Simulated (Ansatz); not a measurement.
Geometry optimisation, Ansatz 0.2.0, RKS PBE/def2-SVP.

Input file:

```yaml
crystal:
  periodic: [false, false, false]
  atoms:
    - { symbol: C, position_ang: [-0.44882, 1.08289, -1.10383] }
    - { symbol: "N", position_ang: [-0.63378, 0.39336, -0.06583] }
    - { symbol: Sn, position_ang: [0.72801, -1.07897, 0.90182] }
    - { symbol: H, position_ang: [-1.19115, 1.77429, -1.49163] }
    - { symbol: H, position_ang: [0.48544, 0.99555, -1.64596] }
    - { symbol: H, position_ang: [-1.53224, 0.52015, 0.40028] }
    - { symbol: H, position_ang: [2.03535, -0.87139, -0.10638] }
    - { symbol: H, position_ang: [-0.2167, -2.43252, 0.69988] }
    - { symbol: H, position_ang: [0.77388, -0.38337, 2.41164] }
total_charge: 1
basis:
  gaussian: { orbitals: def2-SVP }
hamiltonian:
  xc: pbe
relax:
  f_tol: 0.015
  max_steps: 40
```

Run as:

```bash
$ ansatz run input.yaml --threads 1 --pin off --max-ram 2048MiB --backend cpu --events-out ev --progress --plain --runs-dir out
```

Question: Where does it end, and by what steps?

Answer: The run converged. Limits of this set-up: the dipole of an ion depends on the origin. After 6 steps the energy has fallen by 0.097 eV; H8 moved furthest, 0.08 Å.

```csv
step,energy less start (eV),largest force component (eV/Å),accepted
0,0.0000,1.124,yes
1,-0.0868,0.269,yes
2,-0.0956,0.071,yes
3,-0.0946,0.145,no
4,-0.0962,0.019,yes
5,-0.0965,0.017,yes
6,-0.0965,0.012,yes
```

```xyz
9
Properties=species:S:1:pos:R:3
C -0.442 1.099 -1.115
N -0.664 0.395 -0.064
Sn 0.722 -1.084 0.910
H -1.201 1.801 -1.512
H 0.524 1.011 -1.647
H -1.592 0.539 0.370
H 2.048 -0.867 -0.148
H -0.214 -2.504 0.736
H 0.820 -0.390 2.469
```

Whether the end is a true minimum wasn't checked by a vibrational analysis.

The run took 19 s on 1 thread of Arm Neoverse V1 (shared host), peak memory 0.12 GiB.
